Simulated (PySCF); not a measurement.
## Field gradients at the hydrogen positions

Species: C4H8F3O2P.
Z-matrix (Å and degrees, GFN2-xTB geometry), rows numbered from 1:
```
C 
P   1  1.8274
O   2  1.4678  1  114.48
C   2  1.8573  1  109.52  3  -124.49
O   4  1.3984  2  106.16  1   176.41
C   2  1.8593  1  108.80  3   122.95
C   6  1.5013  2  114.08  1    33.89
F   7  1.3437  6  112.58  2    47.13
F   7  1.3405  6  112.65  2   167.42
F   7  1.3422  6  112.37  2   -72.56
H   1  1.0889  2  106.62  3    54.00
H   1  1.0848  2  112.90  3   175.01
H   1  1.0886  2  108.45  3   -62.70
H   4  1.1002  2  108.70  1    55.78
H   4  1.0896  2  113.10  1   -65.79
H   5  0.9687  4  107.91  2   -52.03
H   6  1.0919  2  107.77  1   -88.00
H   6  1.0939  2  106.95  1   155.13
```

Level: PBE0/pcSseg-1 (PySCF, non-relativistic); Q(2H) = 0.00286 b; rigid geometry, the same for H and D, with no vibrational averaging.

Task: Rank these positions by the coupling χzz of a deuteron there, largest first.
A. H16 (hydroxyl hydrogen)
B. H14 (methylene hydrogen)
C. H12 (methyl hydrogen)
D. H18 (methylene hydrogen)
E. H15 (methylene hydrogen)

Result: A (292 kHz), C (213 kHz), E (201 kHz), D (197 kHz), B (191 kHz).

Task: Tabulate Vzz, the asymmetry η and χzz = 234.96 MHz × Q × Vzz for every hydrogen position.

Result: 
```json
{"atom": "H11", "bonded to": "C1", "bond length (Å)": "1.089", "Vzz (au)": "0.3125", "η": "0.02", "χzz (kHz)": "210"}
{"atom": "H12", "bonded to": "C1", "bond length (Å)": "1.085", "Vzz (au)": "0.3176", "η": "0.01", "χzz (kHz)": "213"}
{"atom": "H13", "bonded to": "C1", "bond length (Å)": "1.089", "Vzz (au)": "0.3120", "η": "0.02", "χzz (kHz)": "210"}
{"atom": "H14", "bonded to": "C4", "bond length (Å)": "1.100", "Vzz (au)": "0.2845", "η": "0.07", "χzz (kHz)": "191"}
{"atom": "H15", "bonded to": "C4", "bond length (Å)": "1.090", "Vzz (au)": "0.2995", "η": "0.06", "χzz (kHz)": "201"}
{"atom": "H16", "bonded to": "O5", "bond length (Å)": "0.969", "Vzz (au)": "0.4351", "η": "0.15", "χzz (kHz)": "292"}
{"atom": "H17", "bonded to": "C6", "bond length (Å)": "1.092", "Vzz (au)": "0.2999", "η": "0.04", "χzz (kHz)": "202"}
{"atom": "H18", "bonded to": "C6", "bond length (Å)": "1.094", "Vzz (au)": "0.2925", "η": "0.04", "χzz (kHz)": "197"}
```

Task: Average by the element that carries the hydrogen.

Result: on C: 203 kHz over 7 positions, mean bond length 1.091 Å; on O: 292 kHz over 1 position, mean bond length 0.969 Å.

Task: How does χzz go with the bond length over the 7 C–H bonds?

Result: A straight-line fit has a slope of -15.4 kHz for each 0.01 Å, with a correlation coefficient of -0.94, over lengths from 1.085 to 1.100 Å. The longer bonds have the smaller couplings here.

Task: Give the 2H NMR doublet splittings at H11 for a magnetic field along the z, y and x axes of the gradient: 3χ/2, 3χ(1 + η)/4, 3χ(1 − η)/4.

Result: With |χ| = 210.0 kHz and η = 0.020: 315, 161 and 154 kHz, to first order and without motion.

Isolated species at its GFN2-xTB geometry (one conformer only). GFN2-xTB bond lengths can be off by several hundredths of an ångström, more for odd bonds, and the gradients follow them. The basis is small and wasn't made for field gradients, so the couplings can be 20 % off.
